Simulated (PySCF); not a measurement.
Predicted microwave data (PySCF 2.14.0, PBE0-D3(BJ)/def2-SVP geometry optimisation, gas phase) for one isomer of C9H10N2:

- Rotational constants: A = 3476, B = 579.4, C = 499.8 MHz
- Dipole components: |μa| = 7.65 D, |μb| = 0.00 D, |μc| = 0.00 D
- Inertial defect: -6.42 u·Å²
- κ: -0.95

Question: Which candidate fits, each taken in the one conformer that was computed?
A. `[N:1]#[C:2][CH2:3][C@@H:4]1[CH2:5][C@:6]12[CH2:7][CH2:8][C@@H:9]2[C:10]#[N:11]` with C2–C3–C4–C5 25°
B. `[CH3:1][CH2:2][c:3]1[cH:4][cH:5][cH:6][n:7]2[cH:8][cH:9][n:10][c:11]12` with C1–C2–C3–C4 107°
C. 4-(dimethylamino)benzonitrile (`c1c(ccc(c1)N(C)C)C#N`)

Answer: C. It is CN(C)c1ccc(C#N)cc1, a near-prolate asymmetric top, point group C2v. The candidates at the same level (rigid rotor, commonest isotopes):

```csv
SMILES,A (MHz),B (MHz),C (MHz),μa (D),μb (D),μc (D),Δ (u·Å²),point group,rotor
N#CC[C@@H]1C[C@]12CC[C@@H]2C#N,2044,766.0,671.7,0.29,0.44,1.42,-154.69,C1,asymmetric top
CCc1cccn2ccnc12,1669,1191,734.1,1.35,2.42,0.42,-38.68,C1,asymmetric top
CN(C)c1ccc(C#N)cc1,3476,579.4,499.8,7.65,0.00,0.00,-6.42,C2v,near-prolate asymmetric top
```

`N#CC[C@@H]1C[C@]12CC[C@@H]2C#N` has A 41 % too low; `CCc1cccn2ccnc12` has B 106 % too high. In the right answer the symmetry axis of this C2v structure is a, so μb and μc vanish by symmetry. No structure here is proved a minimum.
